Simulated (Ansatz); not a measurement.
H6Si4, SMILES `[SiH3][Si]1=[SiH][SiH2]1` (charge 0, multiplicity 1).

Cartesian coordinates (Å):
```xyz
10

Si    -2.3691     0.1032     0.0483
Si    -0.0560    -0.0987    -0.1355
Si     1.6387    -0.9085    -1.1086
Si     2.0312     0.4596     0.6641
H     -3.0014    -0.5177    -1.1432
H     -2.8330    -0.5846     1.2810
H     -2.7334     1.5414     0.1241
H      2.2057    -1.7629    -2.1866
H      2.5849     1.8325     0.4897
H      2.5323    -0.0644     1.9665
```
Charge 0, multiplicity 1.

Frozen-core energies in 6-31g from Ansatz (an electronic-structure program) at a geometry from PBE0-D3(BJ)/def2-TZVP; the HF reference has <S^2> = 0.00 (restricted, and unstable towards unrestricted orbitals) and the T1 diagnostic is 0.010.

| level | energy (Ha) | difference from CCSDT(Q) (mHa) |
|---|---|---|
| HF | -1158.90544 | 283.29 |
| MP2 | -1159.12637 | 62.36 |
| CCSD | -1159.17861 | 10.12 |
| CCSD(T) | -1159.18668 | 2.06 |
| CCSDT | -1159.18789 | 0.84 |
| CCSDT(Q) | -1159.18873 | 0.00 |
